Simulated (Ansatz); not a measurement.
## Strength of the O–Si bond: C3H8OSi → C3H5O + SiH3

Species: C3H8OSi `C=CCO[SiH3]`, singlet; C3H5O `C=CC[O]`, doublet; SiH3 (silyl radical) `[SiH3]`, doublet. 

Shapes, held fixed at every level: PBE0-D4/def2-TZVP. Flexible molecules stand in one conformer, not always the lowest. Programs: Ansatz 0.2.0. The zero-point and thermal change to 298 K, harmonic and unscaled (PBE0-D4/def2-TZVP), is -18.8 kJ/mol.

```
                level                   kind  ΔH(298 K) (kJ/mol)  less CCSD(T)/CBS estimate
     SPW92/def2-TZVPP                    LDA              +486.1                      +15.3
    PBE-D4/def2-TZVPP                    GGA              +425.4                      -45.4
r2SCAN0-D4/def2-TZVPP          global hybrid              +423.8                      -47.0
       MP2/def2-TZVPP    perturbation theory              +495.3                      +24.5
        CCSD/def2-SVP  coupled cluster or CI              +420.4                      -50.4
   CCSD(T)/def2-TZVPP  coupled cluster or CI              +454.2                      -16.6
      CCSD/def2-TZVPP  coupled cluster or CI              +445.7                      -25.1
 CCSD(T)/CBS estimate  coupled cluster or CI              +470.8                        0.0
```

The highest level, CCSD(T)/CBS estimate, gives ΔH(298 K) = +470.8 kJ/mol; the levels span +420.4 to +495.3. The column of differences is taken from that level and isn't an error. No measured value is set beside it here. Open shells run unrestricted unless RO is named. The CBS estimate extrapolates MP2 from def2-TZVPP and def2-QZVPP and adds CCSD(T) − MP2 in the triple-zeta set, cores frozen.
